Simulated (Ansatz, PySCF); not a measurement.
Ligands exchanged one at a time, B Br-SH. All species are isolated molecules in the gas phase. One relaxed conformer stands for each flexible species; it need not be the lowest. Strings in code marks are SMILES.

Quantity: redistribution energy (mixed species minus the weighted end members), in kcal/mol.

Level 1: r2SCAN-D4/def2-TZVP (PySCF)
Level 2: frozen-core MP2/cc-pVTZ // r2SCAN-D4/def2-TZVP (Ansatz, a quantum-chemistry and plane-wave program)
Level 3: M06-2X/6-31G* // r2SCAN-D4/def2-TZVP (PySCF)
Level 4: HF/STO-3G // r2SCAN-D4/def2-TZVP (PySCF)

```csv
species,level 1,level 2,level 3,level 4
1 of 3 Br replaced by SH: `SB(Br)Br` (H–S–B–Br torsion 0°),-1.82,-1.81,-2.03,-2.00
"2 of 3 Br replaced by SH: `SB(S)Br` (H–S–B–Br torsion -180°, Br–B–S–H torsion 180°)",-0.80,-0.83,-0.92,-0.41
```
